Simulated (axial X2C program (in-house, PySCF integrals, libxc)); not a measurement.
**TaF⁺: from Re and ωe to a spectrum**

A bond curve at the CCSD(T) level, 2c, was computed with an in-house relativistic program for diatomic molecules (basis Ta dyall-cv3z [13s14p9d7f4g], F dyall-av3z [7s6p3d2f] (cores contracted in-house)) for the state Ω = 3/2 (⟨Sz⟩ = 1.48, ⟨Lz⟩ = 0.02 at HF). Its fit gives Re = 1.7898 Å, ωe = 783.6 cm⁻¹, ωexe = 2.81 cm⁻¹ and αe = 1.526e-03 cm⁻¹; the masses are 180.9480 and 18.9984 u. Two-component means X2C with spin–orbit coupling and atomic mean-field Coulomb and Gaunt terms.

Correlated methods: 11 electrons correlated (number of frozen shells: Ta 5 s, 4 p, 2 d, 1 f; F 1 s), 315 virtual spin orbitals or spinors in MP2, 90 natural virtuals in coupled cluster.

Find the reduced mass, Be and the force constant.

From the CCSD(T) values: μ = 17.1932 u. Be = 16.8576/(μ Re²) = 0.3061 cm⁻¹. k = 5.8918×10⁻⁷ μ ωe² = 6.22 mdyn/Å.

A Morse curve ties αe to the other constants (Pekeris). How well does that hold?

αe(Morse) = 6Be²/ωe × (√(ωexe/Be) − 1) = 1.456e-03 cm⁻¹; the CCSD(T) curve gives 1.526e-03 cm⁻¹, a ratio of 0.95.

Where do the fundamental and the first overtone lie?

ν(1←0) = ωe − 2ωexe = 778.0 cm⁻¹; ν(2←0) = 2ωe − 6ωexe = 1550.3 cm⁻¹.

Estimate the centrifugal constant by the Kratzer relation.

D = 4Be³/ωe² = 1.87e-07 cm⁻¹.

The state is one determinant whose occupation by symmetry is held fixed; it was picked as the lowest of a PBE0 search that is not exhaustive. Coupled cluster ran in a truncated set of natural virtual spinors; the MP2 energy of the rest was added. (T) has no such correction and the atoms are truncated less, which lowers De at CCSD(T) by a hundredth of an eV or more. With several unpaired electrons one determinant need not be a pure state. The outer-core s and p shells of the metal are frozen in the correlated rows, which leaves out core–valence correlation; for alkali and alkaline-earth bonds that tends to lengthen them. This is the top spin component of a Σ state; components of lower Ω are not single determinants and can lie lower. With the outer-core shells frozen, correlated bond lengths of heavy atoms tend to come out a few hundredths of an ångström too long.
